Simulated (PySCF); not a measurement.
C₃O₃Ru, multiplicity 1. Atoms are numbered in the order given.

```xyz
7

Ru    -0.3526    -0.3601     0.0000
O      0.7692    -0.4893     2.8315
C      0.2268    -0.4374     1.8232
O      0.7692    -0.4893    -2.8315
C      0.2268    -0.4374    -1.8232
O      0.1027     2.5541     0.0000
C     -0.0559     1.4150     0.0000
```

Geometry: PBE0-D3(BJ)/def2-SVP. The multiplicity is an assumed one; other spin states were not compared. The def2 effective core potentials stand for the cores of Ru; spin–orbit coupling is left out.

Computed with M06-2X/def2-TZVP in PySCF.

Symmetry labels are those of the subgroup Cs that the program uses (full group Cs).

### Question
List the valence orbital energies around the gap with their symmetry. (Estimate from the structure and the level; the computed values follow.)

### Answer

```csv
orbital,symmetry,energy (eV)
HOMO−7,A',-14.78
HOMO−6,A",-14.59
HOMO−5,A',-14.55
HOMO−4,A",-13.63
HOMO−3,A",-9.69
HOMO−2,A',-8.89
HOMO−1,A",-7.98
HOMO,A',-7.77
LUMO,A',-2.22
LUMO+1,A',-1.48
LUMO+2,A',0.89
LUMO+3,A",1.00
```
